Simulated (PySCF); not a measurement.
H9NSi3, SMILES [SiH3][SiH2]N[SiH3].

The structure is a stationary point at PBE0-D3(BJ)/def2-SVP. One conformer was computed; it need not be the lowest.

The numbers are results of TDA-PBE0/def2-SVPD (PySCF), not measurements.

Vertical excitations. Isolated molecule, no solvent.

| state | energy (eV) | λ (nm) | f | main pairs |
|---|---|---|---|---|
| S1 | 5.74 | 216 | 0.001 | HOMO→LUMO 98 % |
| S2 | 6.69 | 185 | 0.025 | HOMO−1→LUMO 95 % |
| S3 | 6.81 | 182 | 0.013 | HOMO→LUMO+1 87 % |
| S4 | 6.91 | 180 | 0.013 | HOMO→LUMO+2 82 % |
| S5 | 7.02 | 177 | 0.018 | HOMO→LUMO+3 90 % |
| S6 | 7.31 | 170 | 0.007 | HOMO→LUMO+4 71 %, HOMO→LUMO+5 17 % |
| S7 | 7.37 | 168 | 0.009 | HOMO→LUMO+5 62 %, HOMO→LUMO+4 20 % |
| S8 | 7.54 | 165 | 0.035 | HOMO−1→LUMO+1 82 % |
| S9 | 7.56 | 164 | 0.025 | HOMO−1→LUMO+2 74 % |
| S10 | 7.66 | 162 | 0.010 | HOMO→LUMO+6 76 % |
| T1 | 5.40 | 229 | 0 | HOMO→LUMO 96 % |
| T2 | 5.95 | 208 | 0 | HOMO−1→LUMO 88 % |
| T3 | 6.38 | 194 | 0 | HOMO−1→LUMO+2 60 %, HOMO→LUMO+2 28 % |
| T4 | 6.57 | 189 | 0 | HOMO→LUMO+2 39 %, HOMO−1→LUMO+2 25 %, HOMO→LUMO+1 21 % |
Triplets are in the Tamm–Dancoff approximation.
